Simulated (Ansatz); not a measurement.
Saddle point of Al2NH8O5, doublet (Al₂H₃O₄ ([OH][Al][O][Al]([OH])[OH]) + H₂O + NH₃ → AlH₃O₃ ([OH][Al]([OH])[OH]) + AlNH₃O ([NH2][Al][OH]) + H₂O; bonds formed: O2–H9, H7–O10; dative contacts that become bonds: Al1–N8; bonds broken: H7–N8, H9–O10), PBE0-D4/def2-TZVP structure:

```xyz
16
angstrom
Al -0.9958 0.4140 0.8963
O -0.7898 -0.4191 -0.6712
Al 0.1663 0.8338 -1.4699
O -0.2759 1.7833 -2.8030
O 1.7927 0.2505 -1.4288
O -2.5054 0.6470 1.6414
H 0.7947 -1.4148 1.0221
N 0.2506 -0.4137 2.0223
H 0.0423 -1.3532 -0.3983
O 0.9248 -1.9346 0.0818
H -1.1288 2.1996 -2.9047
H 2.4730 0.6478 -1.9707
H -3.2983 0.8979 1.1727
H 1.0211 0.1759 2.3156
H -0.1397 -0.8200 2.8662
H 1.6679 -1.4944 -0.3719
```

Energies are electronic, without zero-point energy. Barriers and step energies count from the start structure reached by relaxing down the imaginary mode; all methods use the PBE0-D4 structures, on which another method's saddle can fall below an end. Program: Ansatz 0.2.0. Basis: def2-TZVPP, with def2-QZVPP for the basis limit. Cores are frozen in the correlated methods; orbitals are unrestricted. B3LYP uses VWN-RPA correlation. Extrapolation: Hartree–Fock as exp(−7.88 √X), correlation as X^−2.97.

| method | barrier (kJ/mol) | step energy (kJ/mol) |
| --- | --- | --- |
| SPW92 | 26.8 | 40.1 |
| PBE-D4 | ? | 48.4 |
| BLYP-D4 | ? | 53.2 |
| r2SCAN-D4 | 62.6 | 48.8 |
| B97M-V | 85.9 | 55.5 |
| PBE0-D4 | 68.0 | 49.5 |
| B3LYP-D4 | ? | 53.8 |
| r2SCAN0-D4 | 70.2 | 49.5 |
| BHLYP-D4 | 91.6 | 55.3 |
| CAM-B3LYP-D4 | 77.4 | 52.8 |
| wB97X-V | 78.1 | 51.2 |
| wB97M-V | 83.5 | 57.4 |
| B2PLYP | 83.9 | 58.0 |
| PBE-QIDH | 75.8 | 52.9 |
| RPA on PBE | 81.3 | 56.0 |
| HF | 132.1 | 64.9 |
| MP2 | 77.1 | 55.5 |
| CCSD | 90.2 | 55.6 |
| CCSD(T) | 81.8 | 54.3 |

**Question.** Fill in the withheld barriers. (An estimate is asked for; the value comes from the calculation.)

**Answer.** The calculation gives: B3LYP-D4 78.7; BLYP-D4 72.1; PBE-D4 58.3 kJ/mol. Each is the energy of the saddle less that of the start structure, by the same method.

For comparison, the barrier by CCSD(T) at an estimated basis limit (MP2 extrapolated from triple and quadruple zeta, plus CCSD(T) − MP2 in triple zeta) is 84.0 kJ/mol.

The T1 diagnostic stays at or below 0.015. ⟨S²⟩ of the unrestricted Hartree–Fock references: 0.75 (a pure state has 0.75).

Labels in which every atom is bracketed show which atoms are joined, not bond orders.

For scale, one of the runs: CCSD(T)/def2-TZVPP, 382 basis functions, launched by `ansatz run in.yaml --threads 4 --pin off --events-out ev --progress --plain --max-ram 46080MiB --backend cuda --devices 0, --max-vram 37GiB`. Hardware: 4 CPU threads of an AMD EPYC 7R13 and a share of one NVIDIA H100, shared host. Wall time 69 s; peak host memory 1.7 GiB.
